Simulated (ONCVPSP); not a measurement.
**boron (B): ONCV pseudisation with PBE, scalar-relativistic reference atom.**

```json
{
  "Element": "B (Z = 5)",
  "Generator": "ONCVPSP 4.0.1",
  "Type": "optimised norm-conserving Vanderbilt (ONCV)",
  "Functional": "PBE",
  "Relativity": "scalar-relativistic",
  "Frozen core": "[He]",
  "Valence charge": "3",
  "Reference configuration": "2s2 2p1",
  "Partial waves": "2s: rc 1.70 bohr, ncon 5, nbas 9, qcut 4.7 1/bohr, 2 projectors, debl 1.2 Ha; 2p: rc 2.05 bohr, ncon 4, nbas 7, qcut 4.1 1/bohr, 2 projectors, debl 3.4 Ha",
  "Local potential": "polynomial inside 1.55 bohr (lpopt 5, dvloc0 0 Ha)",
  "Core correction": "Teter function, fcfact 5.75, rcfact 1.5"
}
```

All-electron outer shells of the reference configuration (PBE, scalar-relativistic, ld1.x):

| shell | level (eV) | outermost node (bohr) | outermost maximum (bohr) |
| --- | --- | --- | --- |
| 1s | -180.59 | – | 0.21 |
| 2s | -9.44 | 0.46 | 1.52 |
| 2p | -3.61 | – | 1.57 |

Results:

- Cutoffs needed: 9.8 Ha and 34 Ha (the cutoffs (Ha) at which the residual kinetic energy of the hardest occupied pseudo-wave falls to 1 and 0.1 mHa per electron) The cutoffs count occupied waves only; projector 2 of the p channel, the hardest unoccupied one, needs 42 Ha at the loose tolerance.
- Ghost test: no bound ghost flagged; no localised positive-energy state flagged
- Largest excitation error: +148 meV (all-electron minus pseudo) for 2s1 2p0, out of 4 test configurations
- rms error of d²Exc/dni dnj: 2.30 mHa without and 1.71 mHa with the model core

Generation and tests took about 2.4 s on one core of a shared server CPU.
